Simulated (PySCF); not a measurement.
How methods differ on the ionisation energy of Kr(9+)

Kr(9+) [Ar] 3d9 [3d3/2^4 3d5/2^5, M_J = 5/2] → Kr(10+) [Ar] 3d8 [3d3/2^4 3d5/2^4, M_J = 4], as a difference of total energies. Computed with PySCF 2.14 in an even-tempered Gaussian basis (18 s from 0.53 bohr⁻², ratio 2.8; 13 p from 0.69 bohr⁻², ratio 2.8; 9 d from 0.69 bohr⁻², ratio 2.8; 4 f from 4.6 bohr⁻², ratio 3), with the two-component X2C-1e Hamiltonian. Correlated levels: [Ne] frozen; the 76 highest virtual spinors dropped. "Screened" scales the spin-orbit matrix elements by Boettger's factors to mimic the two-electron term; Breit and QED terms are absent.

| method | ionisation energy (eV) |
| --- | --- |
| GHF (screened spin-orbit) | 266.98 |
| GMP2 (screened spin-orbit) | 268.79 |

**Question.** How much does correlation contribute at GMP2 (screened spin-orbit)?

**Answer.** 268.79 − (266.98) = 1.81 eV, measured against GHF (screened spin-orbit).

The labels give the starting determinants; with spin-orbit coupling the two ends relaxed to ⟨J²⟩ = 8.75, ⟨L²⟩ = 6.00, ⟨S²⟩ = 0.75 and ⟨J²⟩ = 20.00, ⟨L²⟩ = 12.06, ⟨S²⟩ = 1.99.

For comparison: 268 ± 3 eV (theoretical estimate listed by NIST; NIST Atomic Spectra Database, ionization energies).
